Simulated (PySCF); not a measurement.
Isomers of C2H10OSi2.

All values: PBE0/pcSseg-1 (PySCF) at GFN2-xTB geometries, gas phase, one conformer each.

(1) Rank by HOMO–LUMO gap, lowest first.
A. `[CH3:1][O:2][CH2:3][SiH2:4][SiH3:5]` with C1–O2–C3–Si4 -179°, O2–C3–Si4–Si5 41°
B. `[CH3:1][O:2][CH:3]([SiH3:4])[SiH3:5]` with C1–O2–C3–Si4 145°
C. `[CH3:1][CH2:2][SiH2:3][O:4][SiH3:5]` with C1–C2–Si3–O4 180°
D. `[CH3:1][SiH2:2][O:3][SiH2:4][CH3:5]` with C1–Si2–O3–Si4 2°, Si2–O3–Si4–C5 -2°

(2) Rank by LUMO energy, lowest first.
A. `[CH3:1][SiH2:2][O:3][SiH2:4][CH3:5]` with C1–Si2–O3–Si4 2°, Si2–O3–Si4–C5 -2°
B. `[CH3:1][O:2][CH:3]([SiH3:4])[SiH3:5]` with C1–O2–C3–Si4 145°
C. `[CH3:1][O:2][CH2:3][SiH2:4][SiH3:5]` with C1–O2–C3–Si4 -179°, O2–C3–Si4–Si5 41°

(3) Rank by the highest IAO charge on any atom, highest value first.
A. `[CH3:1][SiH2:2][O:3][SiH2:4][CH3:5]` with C1–Si2–O3–Si4 2°, Si2–O3–Si4–C5 -2°
B. `[CH3:1][O:2][CH2:3][SiH2:4][SiH3:5]` with C1–O2–C3–Si4 -179°, O2–C3–Si4–Si5 41°
C. `[CH3:1][O:2][CH:3]([SiH3:4])[SiH3:5]` with C1–O2–C3–Si4 145°

## Answers

(1) B (7.48 eV), A (7.85 eV), C (8.36 eV), D (8.99 eV).

(2) C (0.25 eV), B (0.48 eV), A (0.79 eV).

(3) A (+1.031 e), C (+0.615 e), B (+0.468 e).

All values together:

| SMILES | μ (D) | HOMO (eV) | LUMO (eV) | lowest IAO charge (e) | highest IAO charge (e) | lowest Hirshfeld charge (e) | highest Hirshfeld charge (e) |
| --- | --- | --- | --- | --- | --- | --- | --- |
| CC[SiH2]O[SiH3] | 0.44 | -8.05 | 0.31 | -0.890 (O) | +1.024 (Si) | -0.304 (O) | +0.409 (Si) |
| C[SiH2]O[SiH2]C | 1.31 | -8.20 | 0.79 | -0.886 (O) | +1.031 (Si) | -0.305 (O) | +0.415 (Si) |
| COC[SiH2][SiH3] | 1.74 | -7.60 | 0.25 | -0.393 (O) | +0.468 (Si) | -0.135 (O) | +0.247 (Si) |
| COC([SiH3])[SiH3] | 1.43 | -7.00 | 0.48 | -0.447 (C) | +0.615 (Si) | -0.138 (O) | +0.305 (Si) |

Conformers: `[CH3:1][CH2:2][SiH2:3][O:4][SiH3:5]` with C1–C2–Si3–O4 180°; `[CH3:1][SiH2:2][O:3][SiH2:4][CH3:5]` with C1–Si2–O3–Si4 2°, Si2–O3–Si4–C5 -2°; `[CH3:1][O:2][CH2:3][SiH2:4][SiH3:5]` with C1–O2–C3–Si4 -179°, O2–C3–Si4–Si5 41°; `[CH3:1][O:2][CH:3]([SiH3:4])[SiH3:5]` with C1–O2–C3–Si4 145°.
